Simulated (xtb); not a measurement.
xtb input (GFN1-xTB):

```bash
xtb mol.xyz --gfn 1 --opt tight --chrg 0 --uhf 0
```
mol.xyz:
```
13

Si    -0.02445669     0.08713743     0.02825071
Cl    -0.26912036     1.68735511    -1.21705003
Cl    -0.37966020     0.62420314     1.96647715
O      1.51280443    -0.38428037    -0.16442646
C      2.15555706    -1.40431567     0.59778308
O     -1.10400197    -1.07225325    -0.30779430
C     -1.29474035    -1.66271203    -1.59213991
H      2.23416241    -1.10867236     1.64567735
H      1.60829979    -2.34751143     0.53191624
H      3.15408802    -1.53944199     0.18643900
H     -1.66414854    -0.92224584    -2.30411854
H     -2.03308619    -2.45460649    -1.48134396
H     -0.36297213    -2.08950099    -1.97043392
```

Output:

```
           -------------------------------------------------
          |                Calculation Setup                |
           -------------------------------------------------

           -------------------------------------------------
          |                 G F N 1 - x T B                 |
           -------------------------------------------------

        Reference                      10.1021/acs.jctc.7b00118
      * Hamiltonian:
        H0-scaling (s, p, d)           1.850000    2.250000    2.000000
        zeta-weighting                 0.000000
      * Dispersion:
        s8                             2.400000
        a1                             0.630000
        a2                             5.000000
        s9                             0.000000
      * Repulsion:
        kExp                           1.500000
        rExp                           1.000000
      * Coulomb:
        alpha                          2.000000
        third order                    atomic
        anisotropic                    false
      * Halogen bond correction:
        rad-scale                      1.300000
        damping                        0.440000

          ...................................................
          :                      SETUP                      :
          :.................................................:
          :  # basis functions                  58          :
          :  # atomic orbitals                  55          :
          :  # shells                           29          :
          :  # electrons                        44          :
          :  # halogen bonds                     4          :
          :  max. iterations                   250          :
          :  Hamiltonian                  GFN1-xTB          :
          :  restarted?                      false          :
          :  GBSA solvation                  false          :
          :  PC potential                    false          :
          :  electronic temp.          300.0000000     K    :
          :  accuracy                    1.0000000          :
          :  -> integral cutoff          0.2500000E+02      :
          :  -> integral neglect         0.1000000E-07      :
          :  -> SCF convergence          0.1000000E-05 Eh   :
          :  -> wf. convergence          0.2000000E-04 e    :
          :  Broyden damping             0.4000000          :
          :  net charge                          0          :
          :  unpaired electrons                  0          :
          ...................................................

 iter      E             dE          RMSdq      gap      omega  full diag
   1    -27.6111190 -0.276111E+02  0.771E+00    8.11       0.0  T
   2    -27.6436353 -0.325162E-01  0.456E+00    8.10       1.0  T
   3    -27.6427295  0.905717E-03  0.773E-01    8.22       1.0  T
   4    -27.6426848  0.447561E-04  0.320E-01    8.32       1.0  T
   5    -27.6453782 -0.269344E-02  0.439E-02    8.30       1.0  T
   6    -27.6453888 -0.105666E-04  0.223E-02    8.28       1.2  T
   7    -27.6453893 -0.476500E-06  0.350E-03    8.27       7.9  T
[...]
        21        2.0000           -0.4437592             -12.0753
        22        2.0000           -0.4407361             -11.9930 (HOMO)
        23                         -0.1449544              -3.9444 (LUMO)
        24                         -0.1442734              -3.9259
        25                         -0.1173166              -3.1923
        26                         -0.0813937              -2.2148
        27                         -0.0759203              -2.0659
        28                         -0.0750787              -2.0430
        29                         -0.0747469              -2.0340
        30                         -0.0739387              -2.0120
        31                         -0.0737974              -2.0081
        32                         -0.0723047              -1.9675
        33                         -0.0205479              -0.5591
       ...                                ...                  ...
        55                          1.4585860              39.6901
      -------------------------------------------------------------
                  HL-Gap            0.2957817 Eh            8.0486 eV
             Fermi-level           -0.2928453 Eh           -7.9687 eV

  Mulliken/CM5 charges         n(s)   n(p)   n(d)
     1Si    0.55061  0.45756   0.806  1.315  1.328
     2Cl   -0.14198 -0.09474   1.891  5.263 -0.013
     3Cl   -0.14208 -0.09485   1.891  5.263 -0.013
     4O    -0.39225 -0.45292   1.600  4.793  0.000
     5C     0.18334  0.06725   0.964  2.852  0.000
     6O    -0.39228 -0.45295   1.600  4.793  0.000
     7C     0.18334  0.06727   0.965  2.852  0.000
     8H     0.02528  0.08396   0.975  0.000  0.000
     9H     0.02510  0.08380   0.975  0.000  0.000
    10H     0.02527  0.08395   0.975  0.000  0.000
    11H     0.02528  0.08395   0.975  0.000  0.000
    12H     0.02528  0.08395   0.975  0.000  0.000
    13H     0.02508  0.08377   0.975  0.000  0.000

Wiberg/Mayer (AO) data.
largest (>0.10) Wiberg bond orders for each atom

 ---------------------------------------------------------------------------
     #   Z sym  total        # sym  WBO       # sym  WBO       # sym  WBO
 ---------------------------------------------------------------------------
     1  14 Si   5.302 --     4 O    1.354     6 O    1.354     2 Cl   1.265
                             3 Cl   1.264
     2  17 Cl   1.362 --     1 Si   1.265
     3  17 Cl   1.362 --     1 Si   1.264
     4   8 O    2.378 --     1 Si   1.354     5 C    0.925
     5   6 C    3.909 --     8 H    0.985    10 H    0.985     9 H    0.985
                             4 O    0.925
     6   8 O    2.378 --     1 Si   1.354     7 C    0.925
     7   6 C    3.909 --    11 H    0.985    12 H    0.985    13 H    0.985
                             6 O    0.925
     8   1 H    1.009 --     5 C    0.985
     9   1 H    1.009 --     5 C    0.985
    10   1 H    1.009 --     5 C    0.985
    11   1 H    1.009 --     7 C    0.985
    12   1 H    1.009 --     7 C    0.985
    13   1 H    1.009 --     7 C    0.985
 ---------------------------------------------------------------------------

Topologies differ in total number of bonds
Writing topology from bond orders to xtbtopo.mol

 dipole moment from electron density (au)
     X       Y       Z
   0.3511  -1.2495  -0.4059  total (Debye):    3.456

           -------------------------------------------------
          |                Geometry Summary                 |
           -------------------------------------------------

      molecular mass/u    :      161.0593000
   center of mass at/Å    :       -0.0087233       0.0303395       0.0098702
  moments of inertia/u·Å² :        0.4118980E+03   0.4583733E+03   0.4682895E+03
rotational constants/cm⁻¹ :        0.4092671E-01   0.3677708E-01   0.3599831E-01

 * 12 selected distances

     #   Z          #   Z                                           value/Å
     1  14 Si       2  17 Cl                                      2.0362895
     1  14 Si       3  17 Cl                                      2.0363320 (max)
     1  14 Si       4   8 O                                       1.6054978
     4   8 O        5   6 C                                       1.4012721
     1  14 Si       6   8 O                                       1.6055092
Note: The following floating-point exceptions are signalling: IEEE_DENORMAL
normal termination of xtb
     6   8 O        7   6 C                                       1.4013308
     5   6 C        8   1 H                                       1.0964806
     5   6 C        9   1 H                                       1.0964463 (min)
     5   6 C       10   1 H                                       1.0964547
     7   6 C       11   1 H                                       1.0965379
     7   6 C       12   1 H                                       1.0965069
     7   6 C       13   1 H                                       1.0965097

 * 4 distinct bonds (by element types)

   Z      Z             #   av. dist./Å        max./Å        min./Å
   1 H    6 C           6     1.0964894     1.0965379     1.0964463
   6 C    8 O           2     1.4013015     1.4013308     1.4012721
   8 O   14 Si          2     1.6055035     1.6055092     1.6054978
  14 Si  17 Cl          2     2.0363108     2.0363320     2.0362895

optimized geometry written to: xtbopt.xyz

           -------------------------------------------------
          | TOTAL ENERGY              -27.503854424971 Eh   |
          | GRADIENT NORM               0.000221142106 Eh/α |
          | HOMO-LUMO GAP               8.048629579277 eV   |
           -------------------------------------------------

------------------------------------------------------------------------
------------------------------------------------------------------------
 total:
 SCF:
 ANC optimizer:
```
